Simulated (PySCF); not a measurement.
This PySCF input asks for the NMR shieldings of SMILES F[B-]([O+](CC)CC)(F)F, C$_{4}$H$_{10}$BF$_{3}$O; the geometry comes from PBE0-D3(BJ)/def2-SVP.

```python
import basis_set_exchange as bse
import numpy as np
from pyscf import gto, dft
from pyscf.prop import nmr

atoms = """
C     2.014884   -0.680652   -1.156676
C     1.122361   -0.557505    0.050801
O     0.053077    0.370004   -0.205509
C    -1.216990   -0.165247   -0.611383
C    -2.052072   -0.616112    0.561596
B     0.115674    1.805037    0.614059
F    -0.018899    1.450859    1.921973
F    -0.936453    2.489033    0.097700
F     1.347464    2.272349    0.287892
H     2.843636   -1.371427   -0.941522
H     1.467241   -1.066915   -2.029580
H     2.434114    0.303057   -1.409292
H     0.674251   -1.518504    0.346925
H     1.661730   -0.159984    0.919870
H    -1.704072    0.647044   -1.164215
H    -1.004074   -0.984145   -1.315582
H    -2.271728    0.229208    1.227061
H    -3.003150   -1.030324    0.195173
H    -1.546593   -1.397254    1.148878
"""
names = dict.fromkeys(["C", "O", "B", "F", "H"], "6-311+G(2d,p)")
basis = {el: gto.basis.parse(bse.get_basis(n, elements=[el], fmt="nwchem")) for el, n in names.items()}
mol = gto.M(atom=atoms, basis=basis, charge=0, verbose=0)
mf = dft.RKS(mol, xc="PBE0")
mf.grids.level = 2
mf.grids.alignment = dft.numint.BLKSIZE   # the property module wants whole blocks of grid points
mf.conv_tol = 1e-9
mf.kernel()

calc = nmr.RKS(mf)   # GIAO
C = mf.mo_coeff
Co = C[:, mf.mo_occ > 0]
resp = mf.gen_response(singlet=True, hermi=2)
def vind(x):   # induced exchange potential for any number of trial vectors
    d = np.einsum("pi,xij,qj->xpq", C, 2 * x.reshape(-1, C.shape[1], Co.shape[1]), Co, optimize=True)
    return np.einsum("xpq,pi,qj->xij", resp(d - d.transpose(0, 2, 1)), C, Co, optimize=True).ravel()
mo1, _ = nmr.rhf.solve_mo1(calc, with_cphf=vind)
sigma = calc.kernel(mo1)
for i, s in enumerate(sigma):   # ppm
    w = np.linalg.eigvalsh((s + s.T) / 2)
    print("%2d %-2s iso %8.1f  s11 %8.1f  s22 %8.1f  s33 %8.1f" % (i, mol.atom_pure_symbol(i), w.mean(), *w))
```

Q: Give the expected output.

A: 
```
 0 C  iso    172.7  s11    154.8  s22    175.4  s33    187.8
 1 C  iso    121.0  s11     88.6  s22    102.1  s33    172.4
 2 O  iso    260.1  s11    214.0  s22    255.6  s33    310.7
 3 C  iso    119.7  s11     85.7  s22    101.5  s33    171.8
 4 C  iso    174.5  s11    158.1  s22    179.1  s33    186.2
 5 B  iso    102.4  s11     90.7  s22    107.2  s33    109.4
 6 F  iso    336.2  s11    282.5  s22    348.0  s33    378.2
 7 F  iso    342.1  s11    310.8  s22    345.4  s33    370.2
 8 F  iso    339.9  s11    283.3  s22    350.3  s33    386.0
 9 H  iso     30.7  s11     26.6  s22     27.3  s33     38.1
10 H  iso     30.3  s11     26.0  s22     29.5  s33     35.4
11 H  iso     29.9  s11     25.2  s22     29.8  s33     34.8
12 H  iso     28.0  s11     22.6  s22     29.3  s33     32.1
13 H  iso     27.2  s11     22.5  s22     28.2  s33     30.8
14 H  iso     27.1  s11     23.0  s22     26.7  s33     31.4
15 H  iso     28.0  s11     22.3  s22     29.0  s33     32.8
16 H  iso     29.7  s11     24.9  s22     30.2  s33     34.0
17 H  iso     30.8  s11     26.7  s22     27.3  s33     38.4
18 H  iso     30.2  s11     26.2  s22     29.6  s33     34.9
```

These numbers come from an equivalent density-fitted implementation of the same equations, which agrees with the script to about 0.01 ppm for H and up to a few tenths of a ppm for heavy atoms, so last digits may differ.

Size and cost of the density-fitted run: 303 basis functions, roughly 50 core-seconds.
